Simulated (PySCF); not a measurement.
Partial charges of `C[SiH2]P(C)C(C)(C)C`

Species: C₆H₁₇PSi.
Cartesian coordinates in Å at the GFN2-xTB level; atoms count from 1:
```
atom  x, y, z in Å
C1     2.983    1.380    0.466
Si2    2.072   -0.284    0.516
P3     0.448   -0.190   -1.031
C4     0.255   -2.009   -1.321
C5    -1.120    0.220   -0.045
C6    -2.250    0.383   -1.066
C7    -0.875    1.560    0.649
C8    -1.514   -0.833    0.985
H9     2.378    2.189    0.862
H10    3.253    1.640   -0.553
H11    3.895    1.333    1.052
H12    2.991   -1.355    0.102
H13    1.698   -0.590    1.908
H14    1.137   -2.343   -1.864
H15   -0.619   -2.191   -1.945
H16    0.172   -2.575   -0.396
H17   -1.996    1.154   -1.791
H18   -3.176    0.667   -0.567
H19   -2.424   -0.547   -1.603
H20   -0.152    1.452    1.456
H21   -1.803    1.944    1.071
H22   -0.493    2.291   -0.062
H23   -0.694   -1.046    1.668
H24   -1.819   -1.759    0.504
H25   -2.357   -0.468    1.571
```

Density: PBE0/pcSseg-1 (PySCF); schemes: Mulliken, IAO, Hirshfeld and ESP-fitted. The structure is a single GFN2-xTB conformer in the gas phase; no vibrational or solvent corrections.

Problem. What partial charge does each atom carry?

Solution. In e; atoms taken as equivalent share a row and are averaged (×n: the atom named and its like, n in all):

| atom | environment | Mulliken | IAO | Hirshfeld | ESP-fitted |
| --- | --- | --- | --- | --- | --- |
| C1 | Si-methyl carbon | -0.612 | -0.707 | -0.216 | -0.740 |
| Si2 | SiH2 silicon | +0.461 | +0.547 | +0.277 | +0.802 |
| P3 | three-coordinate phosphorus | +0.052 | +0.183 | +0.063 | -0.490 |
| C4 | sp3 carbon bound to phosphorus | -0.497 | -0.598 | -0.165 | -0.219 |
| C5 | sp3 carbon bound to phosphorus | -0.746 | -0.092 | -0.008 | +0.710 |
| C6/C7/C8 | methyl carbon | -0.156 | -0.413 | -0.122 | -0.607 |
| H9/H10/H11 | methyl hydrogen | +0.141 | +0.156 | +0.040 | +0.173 |
| H12/H13 | Si–H hydrogen | -0.063 | -0.120 | -0.082 | -0.191 |
| H14/H15/H16 | methyl hydrogen | +0.151 | +0.151 | +0.041 | +0.088 |
| H17 (×9) | methyl hydrogen | +0.118 | +0.136 | +0.037 | +0.151 |

Mean size of the charges over all atoms: ESP-fitted 0.292 e, IAO 0.230 e, Mulliken 0.196 e, Hirshfeld 0.074 e. Each set sums to the total charge, 0, to within 0.001 e. The IAO scheme projects the occupied orbitals on a minimal set of polarised atomic orbitals and counts the electrons in each atom's part of it.

Some averages cover members that differ in this geometry: C6/C7/C8, ESP-fitted -0.653 to -0.515; H14/H15/H16, ESP-fitted +0.032 to +0.128; H17 (×9), ESP-fitted +0.115 to +0.179; H12/H13, ESP-fitted -0.212 to -0.169 e.

Lowest charge. The schemes don't all agree: Mulliken C5 (-0.746); IAO C1 (-0.707); Hirshfeld C1 (-0.216); ESP-fitted C1 (-0.740).

Highest charge. All schemes agree: Mulliken Si2 (+0.461); IAO Si2 (+0.547); Hirshfeld Si2 (+0.277); ESP-fitted Si2 (+0.802).

Problem. How many electrons does the IAO scheme count on Si2?

Solution. Z − q = 14 − (+0.547) = 13.453.

Problem. How closely do the schemes follow one another over all atoms?

Solution. Correlation coefficient and root-mean-square difference: IAO with Hirshfeld 0.96, 0.194 e; Mulliken with IAO 0.82, 0.165 e; Hirshfeld with ESP-fitted 0.79, 0.303 e; Mulliken with Hirshfeld 0.77, 0.197 e; IAO with ESP-fitted 0.76, 0.242 e; Mulliken with ESP-fitted 0.39, 0.364 e.

Problem. Sum the charges by element, for elements with more than one atom.

Solution. 
```
element  atoms  Mulliken     IAO  Hirshfeld  ESP-fitted
      C      6    -2.322  -2.637     -0.756      -2.069
      H     17    +1.810  +1.907     +0.417      +1.756
```

These values come from a run that also computed NMR shieldings. Hardware: one thread, Arm Neoverse V1 (aarch64), on a shared host. Cost: 66 s wall (with the writing of density and orbital grids), 1.1 GiB resident at most.
